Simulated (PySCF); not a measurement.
Species: 4-fluoro-3-methylbenzonitrile, C8H6FN.
Atom-mapped SMILES: `[CH3:1][c:2]1[cH:3][c:4]([C:5]#[N:6])[cH:7][cH:8][c:9]1[F:10]`

Geometry (GFN2-xTB, Å), atoms numbered from 1 in this order:
```xyz
16
C8H6FN angstrom
C     -2.381   -0.317   -0.068
C     -0.919   -0.004   -0.028
C      0.047   -0.996   -0.094
C      1.404   -0.679   -0.038
C      2.367   -1.714   -0.103
N      3.144   -2.554   -0.152
C      1.817    0.648    0.084
C      0.867    1.648    0.152
C     -0.473    1.310    0.098
F     -1.387    2.299    0.164
H     -2.913    0.427   -0.658
H     -2.793   -0.295    0.941
H     -2.553   -1.303   -0.491
H     -0.253   -2.029   -0.191
H      2.869    0.883    0.124
H      1.149    2.685    0.248
```

NICS = −σ at a ghost point: NICS(0) at the centroid of the ring atoms, NICS(1) 1 Å to either side along the normal of their mean plane, zz for the tensor component along that normal. Level: GIAO PBE0/pcSseg-1 (PySCF, non-relativistic, gas phase) on the GFN2-xTB geometry, one conformer.

Ring bond lengths (Å), with Mayer bond orders in brackets: C2–C3 1.385 (1.41), C3–C4 1.395 (1.36), C4–C7 1.395 (1.38), C7–C8 1.381 (1.43), C8–C9 1.384 (1.45), C9–C2 1.393 (1.33).

Task: What do the NICS probes read (ppm)?

Result: 
```
             ring                                              type  NICS(0)  NICS(1), two faces  NICS(1)zz, two faces  rms pucker (Å)  centre to ring atoms, mean (Å)
C2–C3–C4–C7–C8–C9  6-membered carbocycle; formal bonds all aromatic    -10.4       -11.3 / -11.2         -26.4 / -26.4            0.00                            1.39
```

Task: What can be read from them?

Result: 
- C2–C3–C4–C7–C8–C9: mean NICS(1)zz -26.4 ppm, shielded, aromatic by this magnetic criterion (flat ring, no four-coordinate atom).

Task: What does the geometric index give? HOMA takes Krygowski's 1993 parameters.

Result: 
- C2–C3–C4–C7–C8–C9: HOMA 0.99 = 1 − EN − GEO, with mean bond length 1.389 Å, EN = α(Ropt − mean)² = 0.000 and GEO = α × variance = 0.008. The geometric and the magnetic index point the same way.

Task: At the first NICS(1) probe listed for ring C2–C3–C4–C7–C8–C9, 1 Å off the ring, what do the in-plane components average?

Result: The isotropic value is a third of the trace: (3 × -11.3 − (-26.4))/2 = -3.8 ppm.

Task: List the ring angles and the Hirshfeld charges of the ring atoms.

Result: 
- C2–C3–C4–C7–C8–C9: C2 117.2° (+0.001 e), C3 120.9° (-0.031 e), C4 120.5° (+0.001 e), C7 119.4° (-0.029 e), C8 119.1° (-0.058 e), C9 123.0° (+0.099 e); sum 720.0° against 720° for a flat convex ring.
